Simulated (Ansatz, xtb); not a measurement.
## Ranking isomers of FH7OSi3

5 gas-phase structures of FH7OSi3, from a drawn sample of its isomers (lower ones may exist). Each was relaxed with GFN2-xTB; where two conformers were screened, the lower at r2SCAN-D4/def2-SVP is listed:

A. `O[Si](F)([SiH3])[SiH3]`, a singlet
B. `O[Si@@H]([SiH3])[SiH2]F`, a singlet
C. `O[SiH2][Si@@H](F)[SiH3]`, a singlet
D. `O[SiH2][SiH2][SiH2]F`, a singlet
E. `O[Si@@H](F)[SiH2][SiH3]`, a singlet

Problem. Which do you expect lowest at r2SCAN-D4/def2-SVP, and how would the others follow?

Solution. Calculated order at r2SCAN-D4/def2-SVP: E (0.0), A (3.9), D (10.4), C (12.3), B (12.4) kcal/mol. Less than 1 kcal/mol parts C and B, so the order within that pair means little.

Energies above the lowest of each column, in kcal/mol; the last columns are at B3LYP-D3(BJ)/def2-SVP geometries:

```tsv
structure	GFN2-xTB	HF/STO-3G	r2SCAN-D4/def2-SVP	B3LYP-D3(BJ)/def2-SVP	CCSD(T)/def2-SVP + ΔMP2/def2-TZVPP
E	0.9	0.0	0.0	0.0	0.0
A	1.8	2.8	3.9	3.6	4.0
D	0.0	7.2	10.4	7.5	7.6
C	1.8	8.5	12.3	10.9	10.6
B	1.1	8.7	12.4	10.7	10.1
```

CCSD(T)/def2-SVP + ΔMP2/def2-TZVPP puts E lowest; GFN2-xTB picks D. CCSD(T)/def2-SVP + ΔMP2/def2-TZVPP orders those it was run on as E (0.0), A (4.0), D (7.6), B (10.1), C (10.6) kcal/mol. Less than 1 kcal/mol parts B and C, so the order within that pair means little. Flexible structures stand in one conformer each, not always the lowest. ΔMP2 is the change of the MP2 energy from the smaller to the larger basis.

Over these structures GFN2-xTB departs from r2SCAN-D4/def2-SVP by 4.9 kcal/mol on average once a common shift is removed. A GFN2-xTB relaxation took about 0.14 s and the r2SCAN-D4/def2-SVP energy about 1.3 s on a shared host (Ansatz 0.2.0, xtb 6.7.1).
